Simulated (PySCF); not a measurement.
# As: excitation energy

As [Ar] 3d10 4s2 4p3 (4S) → As [Ar] 3d10 4s1 4p3 5s1 (6S), as a difference of total energies. Computed with PySCF 2.14 in x2c-TZVPPall with one added diffuse shell each of s, p, d type (7s6p5d1f, 57 functions), with the spin-free X2C one-electron Hamiltonian (Gaussian nucleus). Correlated levels: valence: [Ar] 3d10 frozen; valence and next inner shell: [Ne] frozen. The calculations carry no spin-orbit coupling.

```tsv
method	excitation energy (cm⁻¹)
UHF	91846
LDA	112490
PBE	110720
PBE0	108440
r2SCAN	107450
PBEsol	109840
BHandHLYP	110880
HSE06	108820
wB97X	115690
MP2 (valence)	101240
SCS-MP2 (valence)	104730
MP2 (valence and next inner shell)	103210
SCS-MP2 (valence and next inner shell)	106240
```

The upper state lies above the first ionisation limit, but in LS coupling its spin forbids autoionisation to the ground ion. A Rydberg-like electron needs more diffuse functions than a valence basis has.

The promoted electron is Rydberg-like, and one or two diffuse shells describe it only roughly, which tends to raise the upper state.
